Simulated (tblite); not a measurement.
Compound: C6H8Ge.
SMILES: `C#[C][GeH]1[CH2]C=C[CH2]1`

Computed with GFN2-xTB (tblite): harmonic, unscaled wavenumbers at the GFN2-xTB geometry, gas phase. This tight-binding method is rough: wavenumbers can miss measured ones by several per cent, in bad cases by 10 to 20. Modes of hydrogen on germanium can be 10 to 20 % off.

Harmonic wavenumbers (cm⁻¹): 38.8, 91.9, 116.8, 252.8, 268.5, 344.6, 347.8, 504.0, 529.6, 547.8, 617.1, 635.2, 671.2, 672.0, 696.0, 754.8, 766.1, 793.7, 908.3, 962.2, 1007.5, 1081.0, 1096.7, 1126.9, 1195.1, 1222.5, 1319.4, 1437.8, 1444.2, 1711.1, 1917.9, 2181.3, 2943.3, 2944.4, 2965.6, 2968.0, 3046.6, 3062.3, 3342.4.

A = 3646, B = 1335, C = 1263 MHz; mass 153.984 u (most abundant isotopes); point group Cs, symmetry number 1.

Question: What is the zero-point energy?

Answer: ½Σν̃ = 24267 cm⁻¹ = 290.29 kJ/mol.

Question: What is S at 298.15 K and 1 bar for an ideal gas of classical rigid rotors and harmonic oscillators?

Answer: Translation 171.67, rotation 118.61, vibration 95.10: S = 385.4 J/(mol K).

Question: And Cp and H(298.15 K) − H(0)?

Answer: Cp = 140.58 J/(mol K), of which vibrations give 107.32 (their classical limit is 39 R = 324.3); H(298.15 K) − H(0) = 25.10 kJ/mol without the zero-point energy, 15.18 from vibrations.

Question: Blend soft modes into free rotors: weight 1/[1 + (100 cm⁻¹/ν̃)⁴] for the oscillator and the rest for a rotor with moment μB/(μ + B), μ = h/(8π²ν), B = 10⁻⁴⁴ kg m². What vibrational entropy results?

Answer: 86.63 J/(mol K) in place of 95.10, which changes −T·S at 298.15 K by +2.53 kJ/mol.

Question: How do the functions run with temperature in this model?

Answer: 
```csv
T (K),S (J/(mol K)),Cp (J/(mol K)),H − H(0) (kJ/mol),G − H(0) (kJ/mol),ln q(vib)
100,281.5,64.9,4.89,-23.26,1.43
200,337.3,102.0,13.16,-54.30,3.34
300,386.3,141.3,25.36,-90.52,5.35
500,473.5,200.9,60.03,-176.72,9.53
800,580.6,253.7,128.98,-335.47,15.57
1000,639.8,276.5,182.12,-457.64,19.29
```

q(vib) and H(0) count from the zero-point level.

Question: Which modes carry the vibrational entropy at 298.15 K?

Answer: 38.8 cm⁻¹: 22.26; 91.9 cm⁻¹: 15.14; 116.8 cm⁻¹: 13.19; 252.8 cm⁻¹: 7.16; 268.5 cm⁻¹: 6.72; 344.6 cm⁻¹: 4.98 J/(mol K); the other 33 give 25.65 together.

Hindered rotation and anharmonicity are outside this model.
